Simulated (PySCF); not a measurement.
Property card for `C#CC(F)(F)C(F)(F)F`

C4HF5.
SMILES with atom numbers: `[CH:1]#[C:2][C:3]([F:4])([F:5])[C:6]([F:7])([F:8])[F:9]` (hydrogens: H10 on C1)

Some functional groups and rings: alkyne, CF3 group and C–F bond.

**GFN2-xTB geometry**

* Point group of the GFN2-xTB geometry: Cs
* Rotational constants A, B, C of the GFN2-xTB geometry: 2.203, 1.521, 1.315 GHz

From B3LYP/def2-SVPD ground state and vertical TDDFT (core frozen in the response) (PySCF):

* Dipole moment: 2.58 D
* HOMO energy: -9.26 eV
* LUMO energy: -1.05 eV
* HOMO–LUMO gap: 8.21 eV
* Lowest singlet excitation: 6.43 eV (193 nm, f = 0.000)
* Strongest line among the 8 lowest singlet transitions: S8 at 9.23 eV (134 nm, f = 0.288)
* Lowest triplet excitation (Tamm–Dancoff): 5.26 eV
* Static isotropic polarisability: 50.6 au
* Electronic spatial extent ⟨r²⟩ about the centre of nuclear charge: 945 bohr²

**PBE0/pcSseg-1 ground state and GIAO shieldings, non-relativistic (PySCF)**

- Lowest Hirshfeld atomic charge: -0.08 e on F4, F5, F7, F8, F9
- Highest Hirshfeld atomic charge: +0.24 e on C6
- 13C chemical shifts (computed TMS as zero) by class: 128.4 (C6), 111.7 (C3), 89.6 (C1), 76.3 (C2) ppm
- 1H chemical shifts (computed TMS as zero) by class: 2.47 (H10) ppm
- Isotropic shieldings of nuclei other than C and H, by class: 267 (F7/F8/F9), 291 (F4/F5) ppm
- Mayer bond orders between heavy atoms: C1–C2 2.52, C2–C3 0.86, C3–F4 0.95, C3–F5 0.95, C3–C6 0.98, C6–F7 1.02, C6–F8 1.03, C6–F9 1.02

From B3LYP/pcJ-1 indirect spin-spin coupling, non-relativistic, gas phase; spin–dipole term left out for some pairs (PySCF):

- Largest of the computed one-bond spin–spin couplings (means over like bonds): 19F–13C -360.1 (F7–C6 and 2 like it), 19F–13C -309.9 (F4–C3 and 1 like it), 13C–1H +274.4 (C1–H10) Hz

Monoisotopic mass (most abundant isotopes): 143.9998 u.

The dipole matches unit charges of opposite sign 0.54 Å apart (1 e·Å = 4.8032 D). The vertical singlet–triplet gap S1 − T1 is 1.17 eV (TDDFT singlet less Tamm–Dancoff triplet). No computed singlet falls in the visible range (750 to 380 nm, 1.65 to 3.26 eV); S1 lies 3.17 eV above its blue end. The largest Löwdin shares of the LUMO are 0.33 on C1, 0.28 on C2, 0.12 on C3 and 0.08 on H10. In wavenumbers S1 is 51800 cm⁻¹ (1 eV = 8065.54 cm⁻¹). The largest Löwdin shares of the HOMO are 0.42 on C2, 0.42 on C1 and 0.05 on C3.

 NMR classes are plain means over equivalent atoms (diastereotopic ones count apart unless rotation or inversion swaps them), as if these changed places fast; in this geometry the members of some classes differ.

For the NMR shielding job (PBE0/pcSseg-1), the run took 14 s of wall time on one thread, x86-64 server, on a shared host.

The values belong to the conformer `[CH:1]#[C:2][C:3]([F:4])([F:5])[C:6]([F:7])([F:8])[F:9]`: C2–C3–C6–F7 -60°.
